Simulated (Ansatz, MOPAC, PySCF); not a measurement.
Noncovalent pair: HCl (SMILES Cl) (first 2 atoms) with C2H2 (SMILES C#C); geometry from B3LYP-D3(BJ)/def2-TZVP, rigid monomers moved along the line of their centres of mass till H2···C4 is 3.32 Å.
(charge 0, multiplicity 1):
```xyz
6

Cl    -0.1177     0.5380    -0.4665
H     -0.1237     0.3436     0.8106
C     -0.5549    -0.5627     3.9794
C      0.2913     0.2754     4.1065
H     -1.3062    -1.3075     3.8710
H      1.0427     1.0189     4.2232
```

Interaction energies are E(AB) − E(A) − E(B) at the monomers' geometry in the complex; basis-set methods are counterpoise corrected. Rows marked so take none.

Correlated levels freeze the cores. CBS: X⁻³ extrapolation of the correlation energy, Hartree–Fock from the larger set. Rows in 6-31G*, STO-3G carry no dispersion term and start afresh at each structure (6-31G* with six Cartesian d functions). MP2/6-31G* freezes PySCF's default core. The state that AM1 reach isn't checked.

Codes used: Ansatz (a program for electronic structure); MOPAC for AM1 (differences of heats of formation); PySCF for 6-31G* rows, STO-3G rows. 

```
level                                          interaction energy (kcal/mol)
---------------------------------------------  -----------------------------
AM1                                                                    -0.34
HF/STO-3G (no counterpoise)                                            -0.71
r2SCAN/def2-TZVPPD                                                     -1.38
B3LYP/6-31G*                                                           -1.27
B3LYP/6-31G* (no counterpoise)                                         -1.63
B3LYP/def2-TZVPPD                                                      -1.02
MP2/6-31G* (no counterpoise)                                           -1.69
MP2/CBS(aug-cc-pV(D+d)Z, aug-cc-pV(T+d)Z)                              -1.56
CCSD(T)/CBS(aug-cc-pV(D+d)Z, aug-cc-pV(T+d)Z)                              ?
```

### Question
Some entries are withheld; supply them.

### Answer

- CCSD(T)/CBS(aug-cc-pV(D+d)Z, aug-cc-pV(T+d)Z), interaction energy (kcal/mol): -1.46
